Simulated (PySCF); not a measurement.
# Computed spin Hamiltonian

Species: C5H4F3S (doublet state).
Structure used (GFN2-xTB), in Å, numbered top down from 1:
```
atom  x, y, z in Å
F1     3.214   -0.758   -0.347
C2     2.079   -0.100   -0.528
F3     2.233    0.872   -1.423
C4     0.926   -0.335    0.089
F5     0.869   -1.338    0.987
C6    -0.372    0.357   -0.208
C7    -1.383   -0.552   -0.832
S8    -2.493   -0.616    0.485
C9    -1.242    0.607    1.036
H10   -0.146    1.255   -0.794
H11   -1.243   -1.316   -1.568
H12   -0.787    0.315    1.979
H13   -1.658    1.609    1.108
```

The hyperfine couplings belong to this conformer and change with its torsions.

The species is `FC(F)=C(F)[C@H]1[CH]SC1` [radical].

Method used: UKS B3LYP, pcH-1 on C F H S, non-relativistic, mean-field spin-orbit, GIAO (PySCF 2.14.0). Geometry: GFN2-xTB, one conformer, isolated molecule. Couplings are sensitive to structure, and on GFN2-xTB geometries they can be far from those on DFT ones. No stability test was run, so a lower SCF solution isn't excluded.

```json
{
 "g1, g2, g3": "2.00207, 2.00265, 2.01022",
 "g_iso": "2.00498",
 "Form of g": "close to axial: the two nearest values differ by 7 % of g3 − g1",
 "⟨S²⟩": "0.7544 (exact 0.7500)",
 "HOMO–LUMO gap, α and β orbitals": "4.31, 5.39 eV",
 "Basis functions": "275"
}
```

Isotropic coupling and dipolar principal values T1 to T3, in 10⁻⁴ cm⁻¹ (1 × 10⁻⁴ cm⁻¹ = 2.998 MHz):

```csv
atom,isotope,a_iso,of which spin–orbit,T1,T2,T3,Mulliken spin population
F1,19F,3.4,0.0,-2.0,-1.9,3.9,0.00
C2,13C,1.3,0.0,-0.6,-0.2,0.8,0.01
F3,19F,1.0,0.0,-1.6,-0.6,2.2,0.00
C4,13C,17.1,0.0,-1.2,-1.0,2.2,0.02
F5,19F,-0.6,0.0,-1.6,-1.1,2.7,0.00
C6,13C,-6.6,0.0,-0.6,-0.2,0.7,-0.05
C7,13C,44.8,0.2,-23.1,-22.6,45.6,0.80
S8,33S,2.2,-0.2,-9.6,-7.7,17.3,0.22
C9,13C,0.1,0.0,-0.5,-0.2,0.6,0.00
H10,1H,25.8,0.0,-1.5,-1.3,2.8,0.03
H11,1H,-12.3,0.0,-10.6,-0.5,11.2,-0.03
H12,1H,2.0,0.0,-0.9,-0.5,1.4,0.00
H13,1H,0.8,0.0,-1.0,-0.6,1.6,0.00
```

Largest spin populations (Mulliken): C7 (+0.80) and S8 (+0.22). The angles at C7 add up to 352.9°, so it is slightly pyramidal.

Under fast tumbling the dipolar parts average out, and these isotropic splittings remain (the largest six): 1 × 1H (H10, I = 1/2, 2 lines) with 2.75 mT, 1 × 1H (H11, I = 1/2, 2 lines) with 1.32 mT, 1 × 19F (F1, I = 1/2, 2 lines) with 0.36 mT, 1 × 1H (H12, I = 1/2, 2 lines) with 0.22 mT, 1 × 19F (F3, I = 1/2, 2 lines) with 0.10 mT and 1 × 1H (H13, I = 1/2, 2 lines) with 0.08 mT.

The 33S coupling of S8 (6.6 MHz) shows only in satellite lines or after enrichment, since that isotope makes up about 0.76 % of natural sulfur.

The 13C coupling of C7 (134.3 MHz) shows only in satellite lines or after enrichment, since that isotope makes up about 1.07 % of natural carbon.

The spin density at the nucleus, in bohr⁻³, is negative for C6 (-0.0177) and H11 (-0.0083), for instance. A restricted open-shell determinant has no negative spin density anywhere; here it arises because α and β orbitals differ (spin polarisation).
